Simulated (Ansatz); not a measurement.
Mean bond length (Å) of eight silicon and germanium compounds: PBE-D3(BJ) beside B3LYP-D3(BJ), computed with Ansatz (an electronic-structure program) for isolated molecules in the bases named; differences from unrounded values. The eight are the first of their class met in an unordered collection, after screening for sound electronic states; none was chosen by its value. Each level has its own optimised geometry.

```
molecule                                                 basis  B3LYP-D3(BJ)
----------------------------------------------------  --------  ------------
C3H8Si2, SMILES C=C1C[SiH2][SiH2]1                    def2-SVP         1.494
Ge(F)(SH)3 (FGeH3S3), SMILES [SH][Ge]([SH])([SH])[F]  def2-SVP         1.782
Si(Cl)(OH)(SH)2 (ClH₃OS₂Si), SMILES O[Si](S)(S)Cl     def2-SVP         1.668
C3H6FNSi, SMILES C(C[SiH2]F)C#N                       def2-SVP         1.370
trisilylamine (H₉NSi₃), SMILES [SiH3]N([SiH3])[SiH3]  def2-SVP         1.559
C2H9FSi3, SMILES F[Si@H]1C[SiH2]C[SiH2]1              def2-SVP         1.565
C3H6FNSi, SMILES F[SiH2]N1C=CC1                       def2-SVP         1.374
Ge(H)3(Et) (C2H8Ge), SMILES C[CH2][GeH3]              def2-SVP         1.365
```

**Question.** Estimate the PBE-D3(BJ) values and say how PBE-D3(BJ) differs from B3LYP-D3(BJ) over the set. (The exact figures need the calculation; the answer reports its results.)

**Answer.** 
| molecule | PBE-D3(BJ) | difference |
|---|---|---|
| C3H8Si2, SMILES C=C1C[SiH2][SiH2]1 | 1.502 | 0.008 |
| Ge(F)(SH)3 (FGeH3S3), SMILES [SH][Ge]([SH])([SH])[F] | 1.790 | 0.008 |
| Si(Cl)(OH)(SH)2 (ClH₃OS₂Si), SMILES O[Si](S)(S)Cl | 1.676 | 0.008 |
| C3H6FNSi, SMILES C(C[SiH2]F)C#N | 1.378 | 0.008 |
| trisilylamine (H₉NSi₃), SMILES [SiH3]N([SiH3])[SiH3] | 1.572 | 0.012 |
| C2H9FSi3, SMILES F[Si@H]1C[SiH2]C[SiH2]1 | 1.574 | 0.009 |
| C3H6FNSi, SMILES F[SiH2]N1C=CC1 | 1.381 | 0.008 |
| Ge(H)3(Et) (C2H8Ge), SMILES C[CH2][GeH3] | 1.372 | 0.007 |
PBE-D3(BJ) lies below B3LYP-D3(BJ) in 0 and above it in 8 of the eight; the mean signed difference is 0.009 and the largest 0.012 Å.
